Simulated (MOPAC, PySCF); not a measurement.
H6ClGaSi2, SMILES `[SiH3][Ga]([SiH3])[Cl]`, neutral singlet in the gas phase. 

Cartesian coordinates (Å):
SMILES: [SiH3][Ga]([SiH3])[Cl]
```xyz
10

Si    -2.2670    -0.3890    -0.0725
Ga    -0.0252     0.5316    -0.0348
Si     2.2462    -0.3139    -0.0448
Cl    -0.0617     2.7244     0.0183
H     -2.2498    -1.8719    -0.1111
H     -2.9842     0.1117    -1.2703
H     -2.9971     0.0483     1.1423
H      2.9377     0.1618    -1.2679
H      2.2795    -1.7969    -0.0252
H      2.9687     0.1971     1.1451
```
Charge 0, multiplicity 1.

All levels are single points at this geometry (B3LYP-D3(BJ)/def2-TZVP); Pople sets use spherical d functions. Orbital energies aren't observables, and empty levels follow the basis.

SVWN5/6-31G* in PySCF gives gap (eV) = 3.16.

Problem. Estimate the gap (eV) from each of these levels: B3LYP-D3(BJ)/def2-TZVP in PySCF; B3LYP/3-21G in PySCF; B3LYP/6-311+G** (LANL2DZ on Ga) in PySCF; PBE/6-31G* in PySCF; HF/3-21G in PySCF; PM3 in MOPAC; PM6 in MOPAC; PM7 in MOPAC.

Solution. 
```tsv
level	gap (eV)
B3LYP-D3(BJ)/def2-TZVP in PySCF	4.54
B3LYP/3-21G in PySCF	4.83
B3LYP/6-311+G** (LANL2DZ on Ga) in PySCF	4.69
PBE/6-31G* in PySCF	3.27
HF/3-21G in PySCF	10.20
PM3 in MOPAC	5.29
PM6 in MOPAC	7.72
PM7 in MOPAC	9.60
```
